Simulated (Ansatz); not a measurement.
Cost and result for the atomization energy of `S/C=C1/BN1` (9 atoms, 9 bonds).

Z-matrix (Å, degrees):
```
C
C 1 1.327
S 1 1.763 2 120.9
H 1 1.082 2 120.2 3 174.6
N 2 1.392 1 137.1 3 4.2
B 2 1.512 1 166.9 3 -174.6
H 3 1.347 1 98.9 2 -108.5
H 5 1.007 2 135.4 1 0.1
H 6 1.181 2 158.4 1 -1.2
```

Total charge 0; spin multiplicity 1. All single points use the PBE0-D4/def2-TZVP geometry. It is one conformer, not always the lowest. Program: Ansatz. All runs use 2 threads of an Arm Neoverse V1 on a shared host. Times are those of one run each, without the atoms' runs, and a repeat can differ threefold. Electronic energies, without spin–orbit coupling; frozen cores. CCSD(T)/CBS adds CCSD(T) − MP2 in def2-TZVPP to the MP2 limit, and its time is that of the two runs behind it. T1 = 0.014. HSE06 is the plane-wave form, built on full-range PBE exchange.

CCSD(T)/CBS is a level of theory with its own doubt, some kJ/mol a heavy atom from the limit and from the frozen cores, so smaller differences don't rank the functionals.

```json
{"level": "LDA (SPW92)/def2-TZVPP", "functions": "222", "wall time": "1.8 s", "atomization (kcal/mol)": "983.9", "difference from CCSD(T)/CBS": "153.7", "per bond": "17.1"}
{"level": "BLYP-D4/def2-TZVPP", "functions": "222", "wall time": "3.2 s", "atomization (kcal/mol)": "843.6", "difference from CCSD(T)/CBS": "13.4", "per bond": "1.5"}
{"level": "PBE0-D4/def2-TZVPP", "functions": "222", "wall time": "4.2 s", "atomization (kcal/mol)": "849.6", "difference from CCSD(T)/CBS": "19.4", "per bond": "2.1"}
{"level": "HSE06-D4/def2-TZVPP", "functions": "222", "wall time": "4.4 s", "atomization (kcal/mol)": "850.4", "difference from CCSD(T)/CBS": "20.2", "per bond": "2.2"}
{"level": "CAM-B3LYP-D4/def2-TZVPP", "functions": "222", "wall time": "4.8 s", "atomization (kcal/mol)": "841.1", "difference from CCSD(T)/CBS": "10.9", "per bond": "1.2"}
{"level": "CCSD(T)/def2-SVP", "functions": "94", "wall time": "5.5 s", "atomization (kcal/mol)": "785.5", "difference from CCSD(T)/CBS": "-44.7", "per bond": "-5.0"}
{"level": "r2SCAN-D4/def2-TZVPP (with forces)", "functions": "222", "wall time": "7 s", "atomization (kcal/mol)": "842.8", "difference from CCSD(T)/CBS": "12.6", "per bond": "1.4"}
{"level": "r2SCANh-D4/def2-TZVPP", "functions": "222", "wall time": "7.5 s", "atomization (kcal/mol)": "835.7", "difference from CCSD(T)/CBS": "5.5", "per bond": "0.6"}
{"level": "PBE-QIDH/def2-TZVPP", "functions": "222", "wall time": "8 s", "atomization (kcal/mol)": "834.7", "difference from CCSD(T)/CBS": "4.5", "per bond": "0.5"}
{"level": "B2PLYP/def2-TZVPP", "functions": "222", "wall time": "9 s", "atomization (kcal/mol)": "828.4", "difference from CCSD(T)/CBS": "-1.8", "per bond": "-0.2"}
{"level": "MP2/def2-QZVPP", "functions": "418", "wall time": "28 s", "atomization (kcal/mol)": "843.4", "difference from CCSD(T)/CBS": "13.2", "per bond": "1.5"}
{"level": "CCSD(T)/def2-TZVPP", "functions": "222", "wall time": "2.2 min", "atomization (kcal/mol)": "804.5", "difference from CCSD(T)/CBS": "-25.7", "per bond": "-2.9"}
{"level": "CCSD(T)/CBS(def2)", "functions": "–", "wall time": "2.7 min", "atomization (kcal/mol)": "830.2", "difference from CCSD(T)/CBS": "0.0", "per bond": "0.0"}
```

The D4 term adds +7.4 kcal/mol with B3LYP and +3.8 kcal/mol with PBE0; it sums over pairs of atoms, weighted by their polarisabilities, and B3LYP, whose exchange is more repulsive, gets the larger term. From BLYP to BHLYP (50 % exact exchange), in def2-TZVPP and without D4, the atomization energy moves by −32.4 kcal/mol: exact exchange takes away binding that semilocal exchange gives to molecules. In def2-TZVPP, CCSD(T) changes the Hartree–Fock value by +226.6 kcal/mol (the triples alone add +17.8 kcal/mol) and MP2 by +250.2 kcal/mol; breaking electron pairs costs correlation energy, which Hartree–Fock lacks.

B3LYP here is the variant with VWN-RPA as its local correlation; programs differ in this.
